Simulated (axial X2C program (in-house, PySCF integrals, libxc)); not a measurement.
SeH⁺: nuclear properties from DFT to coupled cluster

Computed with an in-house all-electron X2C program for linear molecules (integrals from PySCF): two-component X2C with atomic mean-field Coulomb and Gaunt terms, Gaussian nuclei, basis Se dyall-acv3z, H dyall-av3z with contracted cores.

R = 1.490 Å (near the PBE0 minimum at charge 1 of the determinant lowest at the starting distance; the state shown can have its own minimum elsewhere); state Ω = 1 (⟨Sz⟩ = 1.00, ⟨Lz⟩ = 0.00 at PBE0).

| level | Eeff magnitude (GV/cm) | Ws magnitude Se (kHz) | A∥/gI Se (MHz) | qzz Se (a.u.) | A∥/gI H (MHz) |
| --- | --- | --- | --- | --- | --- |
| PBE0 | 0.359 | 0.141 | -666 | -2.77 | -7.38 |
| HF | 0.909 | 0.376 | -453 | -2.57 | -11.2 |
| B3LYP | 0.188 | 0.0679 | -624 | -2.68 | -6.2 |

Eeff is the effective electric field on the electron electric dipole moment in this Ω state and Ws the scalar–pseudoscalar constant of the nucleus named (defined with the proton number Z and per Ω); A∥ (defined per Ω) follows by multiplying with gI = μI/(I μN); qzz is the electric field gradient, eQq0 = 234.96 MHz × Q/barn × qzz. The operators were transformed with the bare-nucleus X2C matrices; with these basis sets, hyperfine constants and field gradients can be off by tens of per cent, and where levels differ in sign neither size nor sign is settled.

Finite-field MP2, CCSD and CCSD(T), with 16 electrons correlated in 130 natural virtual spinors (MP2 remainder added):

```tsv
level	Eeff magnitude (GV/cm)	Ws magnitude Se (kHz)	A∥/gI Se (MHz)	qzz Se (a.u.)	A∥/gI H (MHz)
MP2	0.253	0.0921	-518	-2.68	-12.3
CCSD	0.3	0.113	-433	-2.57	-8.7
CCSD(T)	0.255	0.0931	-419	-2.57	-8.62
```

T1 = 0.009 (Lee–Taylor). One unrestricted determinant, the lowest of a limited PBE0 search, is the reference; the functionals treat spin collinearly. With several open shells it need not be a pure state. Eeff spreads by more than a factor of two over the levels. Correlation of the inner shells is missing, which matters for properties at the nucleus. Number of frozen shells: Se 3 s, 2 p; H none.

Problem. By how much does correlation change each value, CCSD(T) against HF?

Solution. Eeff magnitude -72 %; Ws magnitude Se -75 %; A∥/gI Se -8 %; qzz Se 0 %; A∥/gI H -23 %.
